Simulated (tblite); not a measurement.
Species: C6H8BrF3.
Numbering: `[F:1][C:2]([F:3])([F:4])[CH2:5][C@H:6]1[CH2:7][C@H:8]([Br:9])[CH2:10]1` (hydrogens: H11, H12 on C5; H13 on C6; H14, H15 on C7; H16 on C8; H17, H18 on C10)

Computed with GFN2-xTB (tblite), gas phase: L-BFGS steps from a force-field or distance-geometry start until the largest atomic force falls under 0.01 eV/Å.

At the end of the run (lengths in Å): C6–C10 1.543, C2–F4 1.343, C2–F3 1.341, C5–H12 1.093, C5–C6 1.526, C10–H17 1.088, C6–H13 1.091, C5–C6–C7 113.1°, C7–C8–Br9 116.0°, F1–C2–F3 106.5°, C2–C5–C6 112.0°, F1–C2–C5–C6 -58°, C2–C5–C6–C7 -179°, C5–C6–C7–C8 106°, H17–C10–C6–C5 141°, H14–C7–C8–Br9 -111°.

Problem. These geometries were met on the way; a selection of coordinates is given. Order them by energy above the end point, lowest first.
A. C6–C10 1.541, C2–F4 1.360, C2–F3 1.355, C5–H12 1.106, C5–C6 1.517, C10–H17 1.091, C6–H13 1.085, C5–C6–C7 106.4°, C7–C8–Br9 110.4°, F1–C2–F3 110.3°, C2–C5–C6 114.6°, F1–C2–C5–C6 -58°, C2–C5–C6–C7 180°, C5–C6–C7–C8 104°, H17–C10–C6–C5 155°, H14–C7–C8–Br9 -121°
B. C6–C10 1.495, C2–F4 1.388, C2–F3 1.378, C5–H12 1.124, C5–C6 1.495, C10–H17 1.114, C6–H13 1.115, C5–C6–C7 107.9°, C7–C8–Br9 109.8°, F1–C2–F3 111.4°, C2–C5–C6 114.7°, F1–C2–C5–C6 -59°, C2–C5–C6–C7 179°, C5–C6–C7–C8 104°, H17–C10–C6–C5 154°, H14–C7–C8–Br9 -122°
C. C6–C10 1.544, C2–F4 1.346, C2–F3 1.341, C5–H12 1.094, C5–C6 1.525, C10–H17 1.089, C6–H13 1.091, C5–C6–C7 107.8°, C7–C8–Br9 114.8°, F1–C2–F3 107.0°, C2–C5–C6 115.9°, F1–C2–C5–C6 -56°, C2–C5–C6–C7 179°, C5–C6–C7–C8 106°, H17–C10–C6–C5 149°, H14–C7–C8–Br9 -112°
D. C6–C10 1.538, C2–F4 1.346, C2–F3 1.336, C5–H12 1.089, C5–C6 1.513, C10–H17 1.088, C6–H13 1.093, C5–C6–C7 106.5°, C7–C8–Br9 113.7°, F1–C2–F3 105.5°, C2–C5–C6 116.3°, F1–C2–C5–C6 -56°, C2–C5–C6–C7 179°, C5–C6–C7–C8 106°, H17–C10–C6–C5 152°, H14–C7–C8–Br9 -115°
E. C6–C10 1.551, C2–F4 1.331, C2–F3 1.328, C5–H12 1.088, C5–C6 1.520, C10–H17 1.081, C6–H13 1.089, C5–C6–C7 106.4°, C7–C8–Br9 111.7°, F1–C2–F3 106.7°, C2–C5–C6 116.2°, F1–C2–C5–C6 -56°, C2–C5–C6–C7 180°, C5–C6–C7–C8 105°, H17–C10–C6–C5 153°, H14–C7–C8–Br9 -118°

Solution. C (0.060 eV), D (0.104 eV), E (0.186 eV), A (0.370 eV), B (0.599 eV).

| step | E above end (eV) | rms distance from the end, all atoms (Å) | largest force (eV/Å) | rms shift of all bonds from the end (Å) |
| --- | --- | --- | --- | --- |
| 8 | 0.060 | 0.122 | 0.179 | 0.002 |
| 5 | 0.104 | 0.132 | 0.512 | 0.007 |
| 3 | 0.186 | 0.144 | 0.611 | 0.009 |
| 1 | 0.370 | 0.157 | 0.910 | 0.010 |
| 0 | 0.599 | 0.162 | 2.399 | 0.025 |

Rows stand in the order of the answer.
